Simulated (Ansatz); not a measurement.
System: H₂SiO, charge 1, doublet. H2SiO+ (parent SMILES O=[SiH2], doublet).
B3LYP-D3(BJ)/def2-TZVP minimum from Ansatz (an electronic-structure program):
```
Si
O 1 1.6062
H 1 1.4716 2 115.14
H 1 1.4716 3 129.73 2 -180.00
```
Charge +1, spin multiplicity 2.

Total energies in aug-cc-pV(D+d)Z, 11 correlated electrons, 6 frozen orbitals. UHF or UKS for unpaired electrons; spin-orbit terms are left out. Correlated methods leave the cores frozen. No relativity. The spin of H2OSi+ (parent SMILES O=[SiH2], doublet) was assumed, and the state is the lowest solution found for it.

| method | program | energy (Eh) | minus CCSDT(Q) (mEh) |
|---|---|---|---|
| HF | Ansatz | -364.63619 | 270.38 |
| MP2 | Ansatz | -364.86633 | 40.24 |
| CCSD | Ansatz | -364.89764 | 8.94 |
| CCSD(T) | Ansatz | -364.90473 | 1.84 |
| CCSDT(Q) | Ansatz | -364.90657 | 0.00 |

Rough core times of Ansatz's runs on a shared machine: CCSD(T) 20 s, CCSDT(Q) 4 min.
